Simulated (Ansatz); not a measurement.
Total energies of CH₈Al₂OSi.

Cartesian coordinates in Å:
```
O -1.346 0.094 -0.276
Si -0.249 1.424 -0.225
C 1.253 0.833 0.625
Al 1.463 -1.158 0.377
Al -0.893 -1.859 -0.375
H -2.275 0.313 -0.401
H 0.007 1.811 -1.636
H -1.063 2.487 0.425
H 2.139 1.385 0.297
H 1.160 0.974 1.710
H 2.933 -1.685 0.714
H -1.948 -2.439 0.682
H -1.180 -2.179 -1.918
```

Total charge 0; spin multiplicity 1. The bonds changed during the relaxation, so this is another structure than the one it started from. The geometry is a stationary point of PBE0-D4/def2-TZVP. It is one conformer, not always the lowest. Basis def2-TZVPP, the Gaussian-basis code of Ansatz.

RPA on PBE orbitals: Hartree–Fock energy of these orbitals -890.21664 Eh, correlation -1.25118 Eh (frozen core).

```tsv
functional	energy without D4 (Eh)	D4 term (kJ/mol)
PBE	-892.03687	-32.2
revPBE	-892.39993	-85.6
BLYP	-892.56445	-68.7
r2SCAN	-892.46920	-7.8
PBE0	-892.12745	-27.5
r2SCANh	-892.45872	-8.4
r2SCAN0	-892.44418	-9.4
BHLYP	-892.55528	-44.6
CAM-B3LYP	-892.58059	-28.5
ωB97X-V	-892.45519	–
```

(1) Give the same for LDA (SPW92), B97M-V, B3LYP, HSE06 (plane-wave form), LC-ωPBE, ωB97M-V, B2PLYP, PBE-QIDH. (Estimate.)

B3LYP takes the VWN-RPA correlation (the form of Gaussian; ORCA's B3LYP/G). HSE06 is the plane-wave form, built on full-range PBE exchange. The double hybrids freeze the cores in their second-order part.

Answers

(1) The calculation gave: 
```
             functional  energy without D4 (Eh)  D4 term (kJ/mol)
            LDA (SPW92)              -888.38846                 –
                 B97M-V              -892.41271                 –
                  B3LYP              -892.68753             -52.2
HSE06 (plane-wave form)              -892.10201             -26.0
                LC-ωPBE              -892.29084                 –
                ωB97M-V              -892.50104                 –
                 B2PLYP              -892.16690                 –
               PBE-QIDH              -891.85379                 –
```

LC-ωPBE has ω = 0.4 bohr⁻¹.
